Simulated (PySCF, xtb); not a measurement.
Si(SH)4 (H4S4Si), SMILES S[Si](S)(S)S. Other conformers were not sampled.

Harmonic wavenumbers (cm⁻¹) from GFN2-xTB in xtb at its own minimum, in rising order: 86, 91, 109, 112, 141, 150, 150, 163, 169, 353, 524, 527, 527, 695, 707, 723, 723, 2467, 2474, 2476, 2479.

What does r2SCAN-D4/def2-SVP (PySCF) give at its own minimum? (Estimate from the structure and the level; the computed values follow.)

90, 129, 174, 174, 186, 228, 242, 242, 270, 373, 537, 546, 546, 692, 748, 763, 763, 2677, 2678, 2678, 2679. Paired by order, the mean absolute difference is 75 cm⁻¹ and the zero-point energies are 22.7 and 24.9 kcal/mol.
